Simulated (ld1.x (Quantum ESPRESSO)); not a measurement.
# Te (Z = 52), PAW: configuration errors across variants

Te (Z = 52), PAW, made with ld1.x (Quantum ESPRESSO) 7.5 (Wu–Cohen, scalar-relativistic). Core [Ar] 3d10, reference 4s2 4p6 4d10 5s2 5p4. Waves: 4s (bound): rcut 1.00, rcutus 1.15 bohr; 5s (bound): rcut 1.00, rcutus 1.15 bohr; 4p (bound): rcut 1.05, rcutus 1.10 bohr; 5p (bound): rcut 1.05, rcutus 1.10 bohr; 4d (bound): rcut 1.20, rcutus 1.60 bohr; 4d channel at 1.05 Ry: rcut 1.20, rcutus 1.60 bohr. Local part: all-electron potential smoothed inside 1.05 bohr (lloc = -1). Core correction: Bessel-smoothed model core, default radius (core density twice the valence density). Augmentation charge: BESSEL, radius 0.75 bohr.

All-electron excitation energies from the reference (eV): (1) 4s2 4p6 4d10 5s2 5p3 9.761; (2) 4s2 4p6 4d10 5s2 5p2 27.754; (3) 4s2 4p6 4d10 5s2 5p1 54.750; (4) 4s2 4p6 4d10 5s1 5p4 19.645; (5) 4s2 4p6 4d10 5s2 5p4.3 -1.471.

The overlap operator is not positive definite (basis up to 400 Ry) in “base”, “wave 4d channel at 1.05 Ry: rcut 1.20, rcutus 1.60 bohr becomes 4d channel at -1.48 Ry: rcut 1.20, rcutus 1.60 bohr”, “wave 4d channel at 1.05 Ry: rcut 1.20, rcutus 1.60 bohr becomes 4d channel at -0.12 Ry: rcut 1.20, rcutus 1.60 bohr”. Such files are unfit for use, however small their errors in these radial tests.

A true bound ghost makes a file unfit for plane-wave use even where its test errors are small: the radial tests pick states by their node count and pass the ghost by.

Errors AE − PS in meV (a dash: test not solved or not reliable):

```tsv
change	(1)	(2)	(3)	(4)	(5)	bound ghosts
base	-1.1	+0.4	+12	+1.8	+0.3	not determined (overlap not positive)
wave 4d channel at 1.05 Ry: rcut 1.20, rcutus 1.60 bohr becomes 4d channel at -2.89 Ry: rcut 1.20, rcutus 1.60 bohr	-1.7	-5.4	-11	-2.0	+0.2	none
wave 4d channel at 1.05 Ry: rcut 1.20, rcutus 1.60 bohr becomes 4d channel at -2.74 Ry: rcut 1.20, rcutus 1.60 bohr	-1.7	-5.4	-11	-1.9	+0.2	none
wave 4d channel at 1.05 Ry: rcut 1.20, rcutus 1.60 bohr becomes 4d channel at -2.42 Ry: rcut 1.20, rcutus 1.60 bohr	-1.7	-5.8	-13	-1.8	+0.3	d
wave 4d channel at 1.05 Ry: rcut 1.20, rcutus 1.60 bohr becomes 4d channel at -1.48 Ry: rcut 1.20, rcutus 1.60 bohr	-1.7	-5.8	-12	-1.7	+0.3	not determined (overlap not positive)
wave 4d channel at 1.05 Ry: rcut 1.20, rcutus 1.60 bohr becomes 4d channel at -0.12 Ry: rcut 1.20, rcutus 1.60 bohr	-1.4	-2.7	+0.2	-0.7	+0.3	not determined (overlap not positive)
```

**Question.** Give the same row for: wave 4d channel at 1.05 Ry: rcut 1.20, rcutus 1.60 bohr becomes 4d channel at 2.06 Ry: rcut 1.20, rcutus 1.60 bohr.

**Answer.** -1.7, -5.3, -11, -1.9, +0.2; bound ghosts: none.
